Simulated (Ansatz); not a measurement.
```yaml
crystal:
  periodic: [false, false, false]
  atoms:
    - {symbol: O, position_ang: [-1.769794, -0.851690, 1.237708]}
    - {symbol: C, position_ang: [-0.944897, 0.055446, 0.612235]}
    - {symbol: Cl, position_ang: [-0.192168, 1.185278, 1.840481]}
    - {symbol: C, position_ang: [0.132871, -0.678013, -0.136009]}
    - {symbol: Si, position_ang: [1.388276, 0.420794, -1.014339]}
    - {symbol: H, position_ang: [-2.488589, -0.379588, 1.670035]}
    - {symbol: H, position_ang: [-1.499350, 0.739477, -0.036251]}
    - {symbol: H, position_ang: [-0.360896, -1.311181, -0.881386]}
    - {symbol: H, position_ang: [0.649897, -1.346986, 0.558198]}
    - {symbol: H, position_ang: [2.415227, 0.945683, -0.083370]}
    - {symbol: H, position_ang: [0.685560, 1.556721, -1.669867]}
    - {symbol: H, position_ang: [2.060862, -0.391239, -2.063434]}
basis:
  gaussian: {orbitals: aug-pcseg-2, fitting: {mean_field: cc-pVTZ-jkfit}, final_grid: {core_spheres: 20, valence_spheres: 16, degree: 47}}
hamiltonian: {xc: {name: PBEsol}, dispersion: d3bj}
```

```sh
$ ansatz run in.yaml --threads 4 --pin off --events-out ev --progress --plain --max-ram 10444MiB
```

Shortened log:

```
Functional definition: PBEsol
689 factors; integrals over basis functions are off by at most 9.3e-1 eV
mean field evaluation 1: about -24560.0464 eV, gradient 8.1e1 eV
mean field evaluation 2: about -24503.6397 eV, gradient 1.7e2 eV
mean field evaluation 4: about -24573.5387 eV, gradient 2.0e1 eV
mean field evaluation 8: about -24574.3141 eV, gradient 3.5e-1 eV
mean field evaluation 16: about -24574.3195 eV, gradient 1.5e-4 eV
mean field -24574.31945481 eV, -903.0895828925 hartree, gradient 5.3e-5 eV, S^2 0.000000; 0 other end points of the search recorded, 0 dependent functions left out
reference -24574.31952895 eV, -903.0895856170 hartree; 29, 29 occupied and 370, 370 virtual orbitals, 689 factors
Total energy: -24574.43515442 eV, -903.0938347744 hartree
```

Hardware: 4 threads of an Arm Neoverse V1 on a shared host. Wall time 10 s, peak host memory 0.84 GiB.
